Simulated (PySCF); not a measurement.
Rigid-rotor lines calculated for a species of formula C9H9P (commonest isotopes; PBE0-D3(BJ)/def2-SVP geometry optimisation, gas phase (PySCF 2.14.0)), labelled J(Ka,Kc):

```csv
transition,MHz
"2(0,2) ← 1(0,1)",3021.3
"1(1,1) ← 0(0,0)",3414.5
"2(1,2) ← 1(1,1)",2838.4
"2(1,1) ← 1(1,0)",3233.5
"1(0,1) ← 0(0,0)",1518.0
```

**Question.** Find the rotational constants.

**Answer.** 1(0,1) ← 0(0,0) is B + C, 2(1,1) ← 1(1,0) is 3B + C and 2(1,2) ← 1(1,1) is B + 3C, so B − C is half the difference of the last two, 197.5 MHz. 1(1,1) ← 0(0,0) is A + C. A = 2754.3, B = 857.8, C = 660.2 MHz.

**Question.** What moments of inertia, asymmetry and inertial defect follow?

**Answer.** I = 505379 MHz·u·Å² over each constant: Ia = 183.49, Ib = 589.17, Ic = 765.50 u·Å²; κ = (2B − A − C)/(A − C) = -0.811 (asymmetric top); Δ = Ic − Ia − Ib = -7.15 u·Å².

**Question.** Which dipole components do these lines need?

**Answer.** μa and μb (a-type: ΔKa even, ΔKc odd; b-type: both odd). The calculation gives |μa| = 0.34 D, |μb| = 0.66 D, |μc| = 0.58 D.

**Question.** Predict further lines from these constants: 3(2,1) ← 2(2,0); 4(1,4) ← 3(0,3); 4(3,1) ← 3(2,2); 4(2,2) ← 3(1,2); 4(1,3) ← 4(0,4); 4(3,2) ← 4(2,3); 4(0,4) ← 3(1,3); 3(2,2) ← 3(1,2); 4(1,3) ← 4(1,4); 3(2,1) ← 3(1,2); 3(1,3) ← 2(0,2); 3(1,2) ← 3(1,3); 3(1,2) ← 3(0,3); 4(3,2) ← 3(3,1); 2(2,0) ← 2(1,1).

**Answer.** 
```csv
transition,MHz,type,branch
"3(1,2) ← 3(1,3)",1185,a,Q
"4(1,3) ← 4(1,4)",1971,a,Q
"3(1,2) ← 3(0,3)",2651,b,Q
"4(1,3) ← 4(0,4)",3157,b,Q
"4(0,4) ← 3(1,3)",4464,b,R
"3(2,1) ← 2(2,0)",4612,a,R
"3(2,2) ← 3(1,2)",5403,c,Q
"3(2,1) ← 3(1,2)",5475,b,Q
"2(2,0) ← 2(1,1)",5704,b,Q
"3(1,3) ← 2(0,2)",5962,b,R
"4(3,2) ← 3(3,1)",6099,a,R
"4(1,4) ← 3(0,3)",7116,b,R
"4(3,2) ← 4(2,3)",10024,b,Q
"4(2,2) ← 3(1,2)",11678,c,R
"4(3,1) ← 3(2,2)",16089,b,R
```

**Question.** Which structure gave them?

**Answer.** `Cc1cc2ccccc2[pH]1`. Three constants can't fix a structure by themselves; this is the one that was computed:
```
atom  x, y, z in Å
C1     3.077   -0.426   -0.479
C2     1.587   -0.450   -0.524
C3     0.745   -0.060    0.462
C4    -0.675   -0.174    0.155
C5    -1.755    0.171    0.975
C6    -3.055    0.018    0.500
C7    -3.290   -0.489   -0.781
C8    -2.222   -0.857   -1.601
C9    -0.919   -0.689   -1.139
P10    0.653   -1.172   -1.929
H11    3.438    0.040    0.450
H12    3.497    0.138   -1.328
H13    3.496   -1.444   -0.538
H14    1.094    0.324    1.425
H15   -1.576    0.564    1.979
H16   -3.900    0.293    1.136
H17   -4.315   -0.606   -1.141
H18   -2.411   -1.272   -2.594
H19    0.793   -0.084   -2.849
```

Stationary, but not proved a minimum. Constants of a rigid frame at the computed geometry: no zero-point averaging, no centrifugal distortion. A rigid rotor knows nothing of internal rotation, which can split or shift real lines.

On one thread of an Arm Neoverse V2, shared host with 96 logical CPUs at a one-minute load of 72, this took 1.8 min and 0.89 GiB of memory at its peak. That covers the optimisation of the geometry.
